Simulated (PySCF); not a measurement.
fluoro(silyloxy)silane (FH5OSi2), SMILES O([SiH2]F)[SiH3]. Atoms are numbered in the order given.

```xyz
9

Si    -1.7501     0.4778    -0.6104
O     -0.1366     0.0629    -0.6260
Si     1.2972    -0.0419     0.1654
F      1.1231    -1.0049     1.4610
H     -2.5508    -0.6257    -0.0129
H     -2.1820     0.7101    -2.0141
H     -1.9485     1.7226     0.1872
H      1.7131     1.2921     0.6653
H      2.2936    -0.6612    -0.7365
```
Charge 0, spin multiplicity 1.

Coordinates come from a B3LYP-D3(BJ)/def2-SVP optimisation. One conformer was computed; it need not be the lowest.

Computed with HF/def2-TZVP in PySCF.

The molecule is in vacuum.

```
Quantity                                                                                                        Value
---------------------------------------------------------------------------------------------  ----------------------
total energy                                                                                       -755.34619 hartree
highest occupied level                                                                                      -12.57 eV
lowest empty level                                                                                            2.99 eV
orbital gap                                                                                                  15.56 eV
dipole moment                                                                                               0.293 e·Å
quadrupole, principal values (traceless, Buckingham form, about the centre of nuclear charge)   -5.24, 0.36, 4.88 D·Å
mean static polarisability                                                                       46.9 bohr³ (6.95 Å³)
polarisability, principal values                                                               43.9, 46.0, 50.8 bohr³
```
